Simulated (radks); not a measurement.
Results of a calculation; reference values are marked as such.
Excited configurations of neutral potassium: one electron is placed in a higher orbital outside [Ar]. The ground configuration is [Ar] 4s1. Level of theory: Dirac Kohn-Sham, PBE, spin-unpolarised, spherical densities, point nucleus; open shells fill j = l - 1/2 first (a radial shooting solver on a logarithmic mesh with Libxc functionals). Excitation = E - E(ground); binding = E(ion) - E, where the ion is the core of charge +1; n* = 1/sqrt(2 binding) in atomic units, and the quantum defect is n - n*.

| outer orbital | excitation (eV) | binding (eV) | quantum defect | eigenvalue (eV) | <r> (bohr) |
|---|---|---|---|---|---|
| 4p1/2 | 1.547 | 2.766 | 1.782 | -1.389 | 6.766 |
| 4f5/2 | 3.407 | 0.907 | 0.127 | -0.437 | 17.52 |
| 5s1/2 | 2.385 | 1.928 | 2.344 | -1.154 | 11.19 |
| 5f5/2 | 3.691 | 0.623 | 0.326 | -0.366 | 29.76 |
| 6s1/2 | 3.225 | 1.088 | 2.464 | -0.690 | 20.11 |
| 6p1/2 | 3.429 | 0.884 | 2.077 | -0.555 | 24.12 |
| 6d3/2 | 3.741 | 0.572 | 1.125 | -0.365 | 36.45 |
| 7p1/2 | 3.718 | 0.595 | 2.220 | -0.391 | 36.90 |
| 7f5/2 | 3.976 | 0.337 | 0.650 | -0.224 | 62.38 |

The Delta-SCF ionisation energy is 4.314 eV (NIST Atomic Spectra Database: 4.341 eV, measured). Self-interaction in the functional shifts the binding energies and quantum defects, so they are the method's values and not measured ones. Spin polarisation and multiplet splitting are left out, so open shells lie too high by an amount that depends on their filling.

Beside tabulated values, note that spin-unpolarised runs miss the spin-polarisation part of the exchange energy of open shells.
